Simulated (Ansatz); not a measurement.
`C[SiH](F)P` → `[CH2]` (triplet) + `F[SiH2]P` at 500 K and 1 bar (formal loss of a carbene).

Program: Ansatz. Geometries: PBE0-D4/def2-TZVP. ΔE: electronic, gas phase. CBS: MP2 limit from def2 TZ/QZ plus the TZ coupled-cluster correction, frozen cores. This one scheme is used for every species. Triplets are unrestricted, without spin–orbit coupling. One conformer a species, not always the lowest.

```tsv
species	CCSD(T)/CBS energy (Eh)	H − E (kJ/mol)	S (J/(mol·K))
`C[SiH](F)P`	-771.55123	219.3	402.7
`[CH2]` (triplet)	-39.09499	62.7	213.9
`F[SiH2]P`	-732.27050	132.8	348.5
```

H − E and S are ideal-gas, rigid-rotor, harmonic terms from PBE0-D4/def2-TZVP, for one conformer and one mirror image of each species, with the whole ground term of open shells counted as degenerate. 1 Eh = 2625.50 kJ/mol, R = 8.31446 J/(mol·K).

By hand: ΔE, ΔH, ΔS and ΔG.

ΔE = (-39.09499) + (-732.27050) − (-771.55123) = 0.18574 Eh = 487.7 kJ/mol. Δ(H − E) = 62.7 + 132.8 − 219.3 = -23.8, so ΔH = 463.9 kJ/mol. ΔS = 213.9 + 348.5 − 402.7 = 159.7 J/(mol·K). ΔG = 463.9 − 500 × (159.7)/1000 = 384.0 kJ/mol.

By hand: the equilibrium constant, and the temperature at which ΔG would vanish if ΔH and ΔS stayed fixed.

log₁₀ K = −ΔG/(RT ln 10) = -40.1. ΔG = 0 at ΔH/ΔS = 2905 K, far beyond where these terms or the molecules hold.

The number of gas molecules changes by +1, which sets the sign of ΔS. A doubt of 5 kJ/mol in ΔE shifts log₁₀ K by 0.5 here. Other conformers and mirror images would add mixing entropy, several J/(mol·K) or more a flexible species. A triplet takes part, so the spin changes. These are equilibria of isolated gas molecules and say nothing of rates. Largest T1 diagnostic: 0.013 (customary marks: 0.02 for closed shells, 0.045 for open ones).
